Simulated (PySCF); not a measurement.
C2H5BF2O. Atoms are numbered in the order given.

```xyz
11

C     -1.6668    -0.2429    -0.7944
C     -0.5314    -0.6007     0.1706
O     -0.8774    -0.3660     1.5234
B      0.7730     0.2087    -0.1699
F      1.2790     0.1459    -1.3953
F      1.4069     0.9611     0.7065
H     -1.9615     0.8118    -0.6732
H     -2.5570    -0.8645    -0.5969
H     -1.3704    -0.4068    -1.8422
H     -0.2708    -1.6732    -0.0002
H     -1.6698    -0.8841     1.7172
```

The structure is a stationary point at r2SCAN-D4/def2-SVP. The structure was generated by enumeration; whether it is a known compound was not checked. Other conformers were not sampled.

These are B3LYP/pcSseg-1 (PySCF) values and carry that method's errors.

GIAO shieldings, no solvent; atoms listed in one row are averaged. δ = σ(ref) − σ: ¹³C against TMS (σ = 181.3 ppm); ¹⁷O against H2O (σ = 333.8 ppm); ¹¹B against BF3 (σ = 86.3 ppm); ¹⁹F against CFCl3 (σ = 161.7 ppm); ¹H against TMS (σ = 31.68 ppm), references at their B3LYP-D3(BJ)/def2-TZVP geometries, non-relativistic.

```json
[
 {"nucleus": "¹³C", "atoms": "C2", "count": "1", "δ (ppm)": "61.2"},
 {"nucleus": "¹³C", "atoms": "C1", "count": "1", "δ (ppm)": "25.1"},
 {"nucleus": "¹⁷O", "atoms": "O3", "count": "1", "δ (ppm)": "52.0"},
 {"nucleus": "¹¹B", "atoms": "B4", "count": "1", "δ (ppm)": "17.1"},
 {"nucleus": "¹⁹F", "atoms": "F6", "count": "1", "δ (ppm)": "-79.5"},
 {"nucleus": "¹⁹F", "atoms": "F5", "count": "1", "δ (ppm)": "-90.1"},
 {"nucleus": "¹H", "atoms": "H10", "count": "1", "δ (ppm)": "3.93"},
 {"nucleus": "¹H", "atoms": "H7, H8, H9", "count": "3", "δ (ppm)": "1.62"},
 {"nucleus": "¹H", "atoms": "H11", "count": "1", "δ (ppm)": "0.18"}
]
```
